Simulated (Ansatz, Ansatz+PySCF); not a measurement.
```xyz
3

Ti    0.0000    0.0000    0.0000
F     1.6630    0.0000    0.6888
F    -1.6630    0.0000    0.6888
```

Basis set: def2-SVP (spherical functions). Charge 0, multiplicity 3.

Computed with Ansatz (development build ahead of 0.2.0); each method stands on the lowest determinant of its kind that the runs found. Restricted functionals stand beside restricted open-shell atoms, which can lie above the unrestricted atoms usual in DFT and then raise those values.

Give the atomization energy at this shape (free ground-state atoms in the same class of orbitals less the molecule, no zero-point energy) of triplet TiF₂ by PBE0 (unrestricted), PBE0 (restricted open-shell), UHF.

```tsv
method	atomization energy
PBE0 (unrestricted)	1187.5 kJ/mol
PBE0 (restricted open-shell)	1194.7 kJ/mol
UHF	797.5 kJ/mol
```

Caution: other spin multiplicities were not run.
